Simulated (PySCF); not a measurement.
What does the PBE0-D3(BJ)/def2-SVP structure of `C[SiH](C)C1=CC=CC=C1` (SiHMe2Ph) look like in three dimensions?

Z-matrix in Å and degrees, rows numbered from 1:
```
Si
H   1  1.4993
C   1  1.8806  2  109.69
H   3  1.1013  1  111.13  2   -59.89
H   3  1.1017  1  110.79  2  -179.71
H   3  1.1007  1  110.93  2    60.53
C   1  1.8812  2  109.56  3  -120.99
H   7  1.1017  1  110.55  2  -178.05
H   7  1.1014  1  111.25  2    61.99
H   7  1.1007  1  110.88  2   -58.52
C   1  1.8843  2  107.21  3   119.57
C  11  1.4043  1  120.63  2  -175.84
C  12  1.3933 11  121.26  1  -179.62
C  13  1.3951 12  119.93 11    -0.04
C  14  1.3936 13  119.75 12     0.03
C  15  1.3950 14  120.01 13    -0.02
H  12  1.0951 11  119.96  1     0.40
H  13  1.0930 12  120.02 11  -179.99
H  14  1.0929 13  120.10 12  -179.94
H  15  1.0930 14  120.05 13  -179.97
H  16  1.0942 11  119.62  1    -0.48
```

Si1 (silicon bonded to 3 C and H) is tetrahedral (angles from 107.2° to 110.1°). All 3 C–Si bonds measure 1.881 to 1.884 Å.

Method used: PySCF, PBE0-D3(BJ)/def2-SVP geometry optimisation, gas phase.

Point group: near Cs, missed by 0.22 Å at most; the miss may be what the optimiser left on a soft mode. No frequency check. The numbers are those of one conformer (C3–Si1–C11–C12 -57°, Si1–C11–C12–C13 180°, Si1–C11–C16–C15 180°, C11–C12–C13–C14 0°, C12–C13–C14–C15 0°).

Time: 2.2 min wall, 5.4 min CPU; peak memory 0.89 GiB. Hardware: 2 threads, Intel Xeon Platinum 8259CL at 2.50 GHz (x86_64), no GPU, shared host with 96 logical CPUs at a one-minute load of 20. This is the geometry optimisation.
